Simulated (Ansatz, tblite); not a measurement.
Isomers of Pd₃H₅ (doublet), found by a short tight-binding search and relaxed with PBE-D4/def2-SVP in Ansatz.

In the def2 sets Pd takes a core potential; there is no spin–orbit coupling. The xTB rows come from tblite.

Run but left out: HF/def2-SVP, PBE-QIDH/def2-TZVP, CCSD/def2-SVP, CCSD(T)/def2-SVP (B: ⟨S²⟩ 1.39 to 1.66, where a pure state has 0.75); MP2/def2-SVP (A: ⟨S²⟩ 0.96, where a pure state has 0.75).

Other spin states were run for one of them alone.

A:

```xyz
8

Pd   -1.129    0.196   -1.385
Pd   -1.005   -0.154    1.197
Pd    1.350    0.161    0.091
H    -1.445   -0.959   -0.233
H     2.155   -0.204    1.579
H     0.700    0.076   -1.464
H    -2.700    0.222   -1.365
H     2.075    0.661    1.581
```

B:

| atom | x (Å) | y (Å) | z (Å) |
| --- | --- | --- | --- |
| Pd1 | -1.320 | -1.590 | 0.640 |
| Pd2 | 0.382 | 0.083 | -0.599 |
| Pd3 | -1.693 | 1.099 | 0.776 |
| H4 | 0.258 | -1.523 | 0.061 |
| H5 | -0.165 | 1.521 | 0.215 |
| H6 | 1.901 | -0.114 | -1.376 |
| H7 | -1.140 | -0.240 | 1.618 |
| H8 | 1.776 | 0.764 | -1.335 |

C:

```xyz
8

Pd    0.2065   -1.4581    0.0257
Pd   -0.6054    1.0842    0.4271
Pd    0.6878    0.3001   -1.8796
H     0.2091    1.6517   -1.0142
H     1.4288   -0.5624   -0.5937
H    -0.9804    0.8493    2.0923
H     0.8115   -2.6786   -0.7393
H    -1.7579    0.8139    1.6817
```

Question: Estimate which lies lowest at each level, and how far above it the others are (kcal/mol).

Answer: 
```json
{"level": "GFN1-xTB", "A": "0.0", "B": "2.1", "C": "3.4"}
{"level": "GFN2-xTB", "A": "0.0", "B": "1.3", "C": "0.4"}
{"level": "PBE-D4/def2-TZVP", "A": "8.2", "B": "0.0", "C": "4.8"}
{"level": "r2SCAN-D4/def2-TZVP", "A": "6.4", "B": "0.0", "C": "3.7"}
{"level": "B97M-V/def2-TZVP", "A": "1.4", "B": "0.0", "C": "1.2"}
{"level": "PBE0-D4/def2-TZVP", "A": "2.0", "B": "0.0", "C": "1.1"}
```
Point groups (tolerance 0.1 Å): A not assigned, B Cs, C not assigned. Lower isomers may exist.
